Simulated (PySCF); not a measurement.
**Electron correlation in V (vanadium, neutral)**

[Ar] 3d3 4s1 4p1, one real determinant (an excited configuration). All numbers are calculated (PySCF 2.14, the non-relativistic Hamiltonian (point nucleus), in def2-QZVPPD). Frozen: [Ne]; 13 electrons correlated.

```tsv
level	correlation energy (mhartree)
CCSD	-349.58
(T)	-8.91
CCSD(T)	-358.49
```

Diagnostics: T1 = 0.017, D1 = 0.0748, largest double amplitude 0.033.

The real determinant used has ⟨L²⟩ near 14 against 20 for a pure G term, so it mixes terms.

Cost of the coupled-cluster step: about 120 core-seconds, for 13 correlated electrons.

The reference is one real determinant that mixes LS terms of this configuration.

This basis was not built for core-valence correlation, so the inner-shell part is incomplete.
